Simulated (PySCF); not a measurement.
C3H8BN.
Numbering: `[BH2:1][NH:2][CH:3]1[CH2:4][CH2:5]1` (hydrogens: H6, H7 on B1; H8 on N2; H9 on C3; H10, H11 on C4; H12, H13 on C5)

Computed, not measured: core-valence-separated Tamm–Dancoff BHandHLYP/aug-pcX-1 (pcseg-1 on H) in PySCF, non-relativistic, gas phase, PBE0-D3(BJ)/def2-SVP geometry.

Computed carbon K-edge spectrum, Gaussian lines of 0.3 eV full width, highest printed point 100; it ends one width below the last computed root. No shift to experiment was applied.

```
photon energy (eV)  absorption
             285.4           1
             285.5           8
             285.6          26
             285.7          54
             285.8          84
             285.9         100
             286.0          79
             286.1          39
             286.2          24
             286.3          46
             286.4          74
             286.5          67
             286.6          44
             286.7          42
             286.8          52
             286.9          50
             287.0          45
             287.1          42
             287.2          40
             287.3          50
```

Question: Assign the maxima to core holes.

Answer: 3 maxima:
- 285.9 eV: C4/C5 (three-membered-ring carbon), 285.93 eV, f = 0.045, sum of 2, 85 % of the height at the exact maximum; C4/C5 (three-membered-ring carbon), 285.73 eV, f = 0.020, sum of 2, 15 % of the height at the exact maximum
- 286.4 eV: C4/C5 (three-membered-ring carbon), 286.43 eV, f = 0.039, sum of 2, 99 % of the height at the exact maximum
- 286.8 eV: C3 (sp3 carbon bound to nitrogen), 286.80 eV, f = 0.023, 81 % of the height at the exact maximum

Further lines of some strength in the range: C4/C5, 287.06 eV, f = 0.013, sum of 2; C3, 287.22 eV, f = 0.008.

Roots within 0.03 eV on the same or equivalent atoms count as one line; shares under 12 % aren't listed.

Vibrational structure and lifetime widths aren't in the curve. The ionisation threshold wasn't computed; near and above it a finite basis only mimics Rydberg series and continuum.

The values belong to the conformer `[BH2:1][NH:2][CH:3]1[CH2:4][CH2:5]1`: B1–N2–C3–C4 144°.
